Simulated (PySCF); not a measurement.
CH2Cl, SMILES [CH2]Cl (connectivity only; charge and spin as stated), charge +1, multiplicity 1.

The structure is a stationary point at B3LYP-D3(BJ)/def2-TZVP. The spin state was assumed, not searched. The isomer is the one that the SMILES or the coordinates give; other isomers of the formula were not compared.

Two levels are set side by side: TDA-PBE/def2-TZVPD (PySCF) and TDA-PBE0/def2-TZVPD (PySCF). Vertical, same geometry. The lowest singlet is HOMO→LUMO 100 % with PBE and HOMO→LUMO 100 % with the other functional; states are paired by order. Differences are taken from unrounded values.

```
quantity                               TDA-PBE0  TDA-PBE  TDA-PBE minus TDA-PBE0
-------------------------------------  --------  -------  ----------------------
lowest singlet excitation (eV)             3.49     3.21                   -0.28
lowest triplet excitation (TDA) (eV)       2.93     2.67                   -0.26
first bright state (f over 0.05) (eV)      7.75     7.84                    0.09
its oscillator strength                    0.21     0.20                   -0.01
```

Functionals without exact exchange tend to place singlet excitations lower, as here. Differences between two approximate levels are no errors against the true value.

Rough cost on one machine, each run with all the roots and properties that it gave: TDA-PBE0 against TDA-PBE within a factor of 2.
